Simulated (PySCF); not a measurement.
A calculated (M06-2X, PySCF 2.14, Sapporo-DKH3-DZP-2012, scalar relativity by spin-free X2C-1e) atom or ion has these occupied shells.

```
shell  electrons  orbital energy (eV)  rms radius, mean of both spins (bohr)
 1s α          1              -3606.9                                 0.0938
 1s β          1              -3606.4                                 0.0938
 2s α          1              -396.64                                  0.419
 2s β          1              -396.47                                  0.419
 2p α          3              -320.94                                  0.388
 2p β          3              -320.44                                  0.388
 3s α          1              -63.087                                   1.33
 3s β          1              -60.656                                   1.33
 3p α          3              -43.805                                   1.47
 3p β          2              -42.408                                   1.47
```

Q: Name the element and its charge.

A: K²⁺ (potassium, charge +2), in [Ne] 3s2 3p5, 2P determinant.
